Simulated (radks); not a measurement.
Values are calculated unless marked as measured or tabulated.
Q: The mean radii <r> (bohr) of the occupied orbitals of an atom or ion are listed with their occupations. Level of theory: Dirac Kohn-Sham, PBE, spin-unpolarised, spherical densities, finite nucleus; Fermi nuclear charge, rms radius of each element as measured or else 0.836 A^(1/3) + 0.57 fm (a radial shooting solver on a logarithmic mesh with Libxc functionals).

| orbital | occ. | <r> |
|---|---|---|
| 1s1/2 | 2 | 0.01895 |
| 2s1/2 | 2 | 0.07737 |
| 2p1/2 | 2 | 0.06378 |
| 2p3/2 | 1 | 0.07096 |

Name the element and its charge. Open shells, if any, fill j = l - 1/2 first.

A: Z = 72, hafnium, charge +65: Hf65+ in [He] 2s2 2p3. The 1s radius gives Z: for a bare nucleus <r> = (2 gamma + 1)/(2Z) with gamma = sqrt(1 - (Z/c)^2), 0.01876 bohr for Z = 72, and screening makes it slightly larger (0.01895 here). The occupations add up to 7, and the charge is Z minus that.
